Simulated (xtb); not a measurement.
xtb input for C4H4BrCl, SMILES C(Br)=C=CCCl, GFN2-xTB. 

```
$ xtb mol.xyz --gfn 2 --sp --chrg 0 --uhf 0 --json
$ cat mol.xyz
10

Cl    -3.64681746    -0.87483083     0.67707383
C     -2.43165184     0.20946807    -0.09245327
C     -1.29635366    -0.60604860    -0.60977554
C     -0.10797575    -0.59764649    -0.08298178
C      1.08225802    -0.52558476     0.41343442
Br     2.38978619     0.70758617    -0.25231275
H     -2.11050058     0.91890264     0.66846532
H     -2.94906160     0.72203705    -0.90323648
H     -1.52322473    -1.27650503    -1.42873672
H      1.45850607    -1.13895620     1.21485618
```

Output:

```
[banner left out]
          |                Calculation Setup                |
           -------------------------------------------------



           -------------------------------------------------
          |                 G F N 2 - x T B                 |
           -------------------------------------------------

        Reference                      10.1021/acs.jctc.8b01176
      * Hamiltonian:
        H0-scaling (s, p, d)           1.850000    2.230000    2.230000
        zeta-weighting                 0.500000
      * Dispersion:
        s8                             2.700000
        a1                             0.520000
        a2                             5.000000
        s9                             5.000000
      * Repulsion:
        kExp                           1.500000    1.000000
        rExp                           1.000000
      * Coulomb:
        alpha                          2.000000
        third order                    shell-resolved
        anisotropic                    true
        a3                             3.000000
        a5                             4.000000
        cn-shift                       1.200000
        cn-exp                         4.000000
        max-rad                        5.000000


          ...................................................
          :                      SETUP                      :
          :.................................................:
          :  # basis functions                  40          :
          :  # atomic orbitals                  38          :
          :  # shells                           18          :
          :  # electrons                        34          :
          :  max. iterations                   250          :
          :  Hamiltonian                  GFN2-xTB          :
          :  restarted?                      false          :
          :  GBSA solvation                  false          :
          :  PC potential                    false          :
          :  electronic temp.          300.0000000     K    :
          :  accuracy                    1.0000000          :
          :  -> integral cutoff          0.2500000E+02      :
          :  -> integral neglect         0.1000000E-07      :
          :  -> SCF convergence          0.1000000E-05 Eh   :
          :  -> wf. convergence          0.1000000E-03 e    :
          :  Broyden damping             0.4000000          :
          :  net charge                          0          :
          :  unpaired electrons                  0          :
          ...................................................

 iter      E             dE          RMSdq      gap      omega  full diag
   1    -19.3539737 -0.193540E+02  0.610E+00    4.14       0.0  T
   2    -19.3786078 -0.246341E-01  0.357E+00    3.86       1.0  T
   3    -19.3755761  0.303170E-02  0.128E+00    3.82       1.0  T
   4    -19.3795127 -0.393665E-02  0.626E-01    3.82       1.0  T
   5    -19.3811220 -0.160931E-02  0.363E-01    3.80       1.0  T
   6    -19.3812509 -0.128854E-03  0.185E-01    3.78       1.0  T
   7    -19.3812929 -0.419585E-04  0.153E-01    3.80       1.0  T
   8    -19.3813053 -0.124196E-04  0.885E-02    3.79       1.0  T
   9    -19.3813470 -0.417590E-04  0.232E-02    3.79       1.4  T
  10    -19.3813476 -0.528976E-06  0.786E-03    3.79       4.0  T
  11    -19.3813476 -0.748112E-07  0.453E-03    3.79       7.0  T
  12    -19.3813477 -0.423394E-07  0.222E-03    3.79      14.3  T
  13    -19.3813477 -0.109116E-07  0.607E-04    3.79      52.1  T
  14    -19.3813477 -0.108755E-08  0.424E-04    3.79      74.5  T

   *** convergence criteria satisfied after 14 iterations ***

         #    Occupation            Energy/Eh            Energy/eV
      -------------------------------------------------------------
         1        2.0000           -1.0626777             -28.9169
       ...           ...                  ...                  ...
        11        2.0000           -0.4988776             -13.5751
        12        2.0000           -0.4657766             -12.6744
        13        2.0000           -0.4377400             -11.9115
        14        2.0000           -0.4274370             -11.6312
        15        2.0000           -0.4245031             -11.5513
        16        2.0000           -0.4174414             -11.3592
        17        2.0000           -0.4068353             -11.0706 (HOMO)
        18                         -0.2675061              -7.2792 (LUMO)
        19                         -0.2401732              -6.5354
        20                         -0.1873512              -5.0981
        21                         -0.1510138              -4.1093
        22                          0.0068740               0.1871
       ...                                ...                  ...
        38                          1.0618924              28.8956
      -------------------------------------------------------------
                  HL-Gap            0.1393292 Eh            3.7913 eV
             Fermi-level           -0.3371707 Eh           -9.1749 eV

 SCC (total)                   0 d,  0 h,  0 min,  0.008 sec
 SCC setup                      ...        0 min,  0.000 sec (  1.078%)
 Dispersion                     ...        0 min,  0.000 sec (  0.473%)
 classical contributions        ...        0 min,  0.000 sec (  0.184%)
 integral evaluation            ...        0 min,  0.001 sec ( 16.484%)
 iterations                     ...        0 min,  0.004 sec ( 54.115%)
 molecular gradient             ...        0 min,  0.002 sec ( 26.603%)
 printout                       ...        0 min,  0.000 sec (  0.966%)

         :::::::::::::::::::::::::::::::::::::::::::::::::::::
         ::                     SUMMARY                     ::
         :::::::::::::::::::::::::::::::::::::::::::::::::::::
         :: total energy             -19.162052613548 Eh    ::
         :: gradient norm              0.000509323958 Eh/a0 ::
         :: HOMO-LUMO gap              3.791340081515 eV    ::
         ::.................................................::
         :: SCC energy               -19.381345410944 Eh    ::
         :: -> isotropic ES            0.010100383335 Eh    ::
         :: -> anisotropic ES         -0.001636422597 Eh    ::
         :: -> anisotropic XC          0.010020993614 Eh    ::
         :: -> dispersion             -0.006952665395 Eh    ::
         :: repulsion energy           0.219292797396 Eh    ::
         :: add. restraining           0.000000000000 Eh    ::
         :: total charge               0.000000000000 e     ::
         :::::::::::::::::::::::::::::::::::::::::::::::::::::

           -------------------------------------------------
          |                Property Printout                |
           -------------------------------------------------

    * Orbital Energies and Occupations

         #    Occupation            Energy/Eh            Energy/eV
      -------------------------------------------------------------
         1        2.0000           -1.0626777             -28.9169
       ...           ...                  ...                  ...
         5        2.0000           -0.6189183             -16.8416
         6        2.0000           -0.5707159             -15.5300
         7        2.0000           -0.5502828             -14.9740
         8        2.0000           -0.5326959             -14.4954
         9        2.0000           -0.5284038             -14.3786
        10        2.0000           -0.5177694             -14.0892
        11        2.0000           -0.4988776             -13.5751
        12        2.0000           -0.4657766             -12.6744
        13        2.0000           -0.4377400             -11.9115
        14        2.0000           -0.4274370             -11.6312
        15        2.0000           -0.4245031             -11.5513
        16        2.0000           -0.4174414             -11.3592
        17        2.0000           -0.4068353             -11.0706 (HOMO)
        18                         -0.2675061              -7.2792 (LUMO)
        19                         -0.2401732              -6.5354
        20                         -0.1873512              -5.0981
        21                         -0.1510138              -4.1093
        22                          0.0068740               0.1871
        23                          0.0096043               0.2613
        24                          0.0148796               0.4049
        25                          0.0150251               0.4089
        26                          0.0349797               0.9518
        27                          0.0356458               0.9700
        28                          0.0416144               1.1324
       ...                                ...                  ...
        38                          1.0618924              28.8956
      -------------------------------------------------------------
                  HL-Gap            0.1393292 Eh            3.7913 eV
             Fermi-level           -0.3371707 Eh           -9.1749 eV

     #   Z          covCN         q      C6AA      α(0)
     1  17 Cl       0.925    -0.197   105.333    15.701
     2   6 C        3.720     0.033    20.132     6.409
     3   6 C        2.924    -0.026    28.659     8.779
     4   6 C        2.062    -0.009    31.191     9.021
     5   6 C        2.824     0.032    27.271     8.557
     6  35 Br       1.010    -0.154   189.278    22.183
     7   1 H        0.925     0.074     2.045     2.236
     8   1 H        0.925     0.080     1.976     2.198
     9   1 H        0.925     0.082     1.956     2.187
    10   1 H        0.926     0.084     1.935     2.175

 Mol. C6AA /au·bohr⁶  :       2526.000324
 Mol. C8AA /au·bohr⁸  :      93693.023348
 Mol. α(0) /au        :         79.446498


Wiberg/Mayer (AO) data.
largest (>0.10) Wiberg bond orders for each atom

 ---------------------------------------------------------------------------
     #   Z sym  total        # sym  WBO       # sym  WBO       # sym  WBO
 ---------------------------------------------------------------------------
     1  17 Cl   0.997 --     2 C    0.928
     2   6 C    3.940 --     3 C    1.016     7 H    0.978     8 H    0.967
                             1 Cl   0.928
     3   6 C    3.986 --     4 C    1.902     2 C    1.016     9 H    0.933
     4   6 C    3.981 --     5 C    1.937     3 C    1.902
     5   6 C    3.934 --     4 C    1.937     6 Br   0.959    10 H    0.939
     6  35 Br   1.123 --     5 C    0.959
     7   1 H    0.995 --     2 C    0.978
     8   1 H    0.991 --     2 C    0.967
     9   1 H    0.993 --     3 C    0.933
    10   1 H    0.993 --     5 C    0.939
 ---------------------------------------------------------------------------

Topologies differ in total number of bonds
Writing topology from bond orders to xtbtopo.mol

molecular dipole:
                 x           y           z       tot (Debye)
 q only:       -0.105      -0.002      -0.200
   full:       -0.522      -0.298      -0.013       1.528
molecular quadrupole (traceless):
                xx          xy          yy          xz          yz          zz
 q only:       -7.542      -6.632       3.317       5.452       0.817       4.224
  q+dip:       -8.261      -9.501       2.387       8.100       1.564       5.874
   full:       -8.985      -8.302       3.427       6.100       0.813       5.558


           -------------------------------------------------
          | TOTAL ENERGY              -19.162052613548 Eh   |
          | GRADIENT NORM               0.000509323958 Eh/α |
          | HOMO-LUMO GAP               3.791340081515 eV   |
           -------------------------------------------------

------------------------------------------------------------------------
Note: The following floating-point exceptions are signalling: IEEE_UNDERFLOW_FLAG IEEE_DENORMAL
normal termination of xtb
------------------------------------------------------------------------
 total:
 SCF:
```

The run converged.
